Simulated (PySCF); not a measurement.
**Telling isomers of C5H6BNO2 apart by NMR**

Computed data (PySCF 2.14): geometry from PBE0-D3(BJ)/def2-SVP, J: B3LYP/pcJ-1 (spin–dipole term left out of most H,H and C,H couplings), NMR shieldings at PBE0/pcSseg-1/GIAO. In vacuum, one computed conformer, averaged over atoms made equivalent by symmetry, fast rotation or ring inversion, non-relativistic Hamiltonian.

Shifts are taken against calculated references (same method and geometry level): TMS for ¹H (σref 31.27) and ¹³C (σref 184.41). Multiplet labels drop J under 1 Hz and among equivalent protons, and merge close values. Unscaled 3J(H,H) run several per cent high. Couplings to H on boron are left out. Carbons bonded to boron are broad in practice. Shifts are as computed. Against solution values, carbons near 30 ppm lie about +2 ppm off and those near 130 ppm about +5 ppm. Of 1313 compounds with measured shifts, 239 miss one by over three times the rms of a fit or turn the order of signals round; such compounds aren't used in these exercises. OH and NH positions are gas-phase values without hydrogen bonding to other molecules.

(1) Tabulate the signals of `N#CCC1=[O+][BH2-]OC=C1`, `OB(O)c1ccncc1` and their relative energies.

(2) What is the quickest way to tell N#CCC1=[O+][BH2-]OC=C1 from OB(O)c1ccncc1?

## Answers

(1) 
```tsv
SMILES	carbon types	δC	δH	E rel. (kcal/mol)
N#CCC1=[O+][BH2-]OC=C1	2×C 2×CH 1×CH2	190.5, 188.7, 118.8, 104.7, 26.7	7.90 (d, 1H), 6.26 (d, 1H), 3.81 (br, 2H), 3.10 (s, 2H)	70.1
OB(O)c1ccncc1	1×C 4×CH	155.8, 141.8, 132.2	8.88 (dd, 2H), 7.47 (dd, 2H), 4.43 (br s, 2H)	0.0
```

Energies are electronic energies at PBE0/pcSseg-1 on these geometries, without zero-point or thermal terms, each for the one conformer computed, which needn't be the lowest.

(2) Count the carbon signals: 5 against 3. The first has an sp3 CH2 α to a carbonyl at 26.7 ppm, the second an aromatic CH next to a ring nitrogen at 155.8 ppm. Their most deshielded carbons lie at 190.5 and 155.8 ppm. In the proton spectra the most deshielded non-exchanging signals are 7.90 (d, J = 4.2 Hz, 1H) and 8.88 (dd, J = 5.4, 1.1 Hz, 2H).
